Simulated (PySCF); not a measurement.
SMILES ClCCB(Cl)Cl, C₂H₄BCl₃

Geometry:
```
atom   x (Å)   y (Å)   z (Å)
 Cl1  -2.688  -0.365   0.161
  C2  -0.941  -0.668   0.384
  C3  -0.126   0.502  -0.154
  B4   1.452   0.340  -0.012
 Cl5   2.490   1.584  -0.576
 Cl6   2.148  -1.060   0.695
  H7  -0.781  -0.809   1.452
  H8  -0.712  -1.592  -0.145
  H9  -0.385   0.656  -1.206
 H10  -0.448   1.416   0.353
```

The calculation used GIAO B97-2/pcSseg-1 magnetisability, rotational g tensor and spin-rotation constants, non-relativistic, gas phase (PySCF). Geometry: GFN2-xTB.

**Question.** Give the nuclear spin-rotation constants along the inertial axes (H = +C I·J) beside the isotropic shieldings.

**Answer.** Rotational constants 3.2010, 0.7666, 0.6233 GHz. A star marks the isotopologue with that one atom substituted, in its own axes.
| atom | isotope | Caa (kHz) | Cbb (kHz) | Ccc (kHz) | mean (kHz) | σ (ppm) |
| --- | --- | --- | --- | --- | --- | --- |
| Cl1 | 35Cl | 0.183 | 0.158 | 0.178 | 0.173 | 837.3 |
| B4 | 11B | 1.094 | 0.308 | 0.120 | 0.508 | 41.4 |
| Cl5 | 35Cl | 1.012 | 0.283 | 0.091 | 0.462 | 679.4 |
| Cl6 | 35Cl | 1.379 | 0.215 | 0.075 | 0.556 | 679.5 |
| H7 | 1H | -0.336 | -0.044 | 0.000 | -0.127 | 28.1 |
| H8 | 1H | -0.336 | -0.043 | -0.001 | -0.127 | 28.1 |
| H9 | 1H | -0.335 | -0.047 | -0.018 | -0.134 | 29.8 |
| H10 | 1H | -0.335 | -0.047 | -0.019 | -0.134 | 29.8 |
| C2 | 13C* | 0.518 | 0.137 | 0.138 | 0.264 | 138.0 |
| C3 | 13C* | 0.445 | 0.151 | 0.115 | 0.237 | 148.3 |

For the geometry as given, no vibrational averaging.

**Question.** How do the rotational constants and the g tensor change when H7, H8, H9, H10 are replaced by deuterium?

**Answer.** Constants 3.0330, 0.7571, 0.6151 GHz; g -0.0166, -0.0097, -0.0061, against -0.0175, -0.0098, -0.0062 before.
